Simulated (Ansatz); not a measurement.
C2HClFSi, SMILES `C#C[Si](F)Cl` radical at its PBE0-D4/def2-TZVP geometry, where that method's forces vanish. Charge 0, multiplicity 2.

| atom | x (Å) | y (Å) | z (Å) |
| --- | --- | --- | --- |
| C1 | 1.270 | 0.861 | -0.883 |
| C2 | 0.338 | 0.344 | -0.316 |
| Si3 | -1.199 | -0.326 | 0.355 |
| F4 | -1.375 | 0.176 | 1.855 |
| Cl5 | -1.140 | -2.364 | 0.359 |
| H6 | 2.106 | 1.309 | -1.371 |

(1) For each bond, give half the difference of the two atoms' forces along it (eV/Å; positive pushes the atoms apart) under PBE-D4, r2SCAN-D4, B3LYP-D4, ωB97M-V in def2-TZVPP. (Best estimate.)

Answers

(1) Ansatz gave: 
```json
{"bond": "C1–C2", "length (Å)": "1.207", "PBE-D4": "1.01", "r2SCAN-D4": "0.43", "B3LYP-D4": "0.02", "ωB97M-V": "-0.32"}
{"bond": "C1–H6", "length (Å)": "1.067", "PBE-D4": "-0.39", "r2SCAN-D4": "-0.25", "B3LYP-D4": "-0.11", "ωB97M-V": "0.06"}
{"bond": "C2–Si3", "length (Å)": "1.806", "PBE-D4": "-0.61", "r2SCAN-D4": "-0.28", "B3LYP-D4": "-0.02", "ωB97M-V": "0.27"}
{"bond": "Si3–F4", "length (Å)": "1.592", "PBE-D4": "0.61", "r2SCAN-D4": "0.08", "B3LYP-D4": "0.20", "ωB97M-V": "0.15"}
{"bond": "Si3–Cl5", "length (Å)": "2.039", "PBE-D4": "0.20", "r2SCAN-D4": "0.08", "B3LYP-D4": "0.22", "ωB97M-V": "0.05"}
```

B3LYP here is the variant with VWN-RPA as its local correlation; programs differ in this.
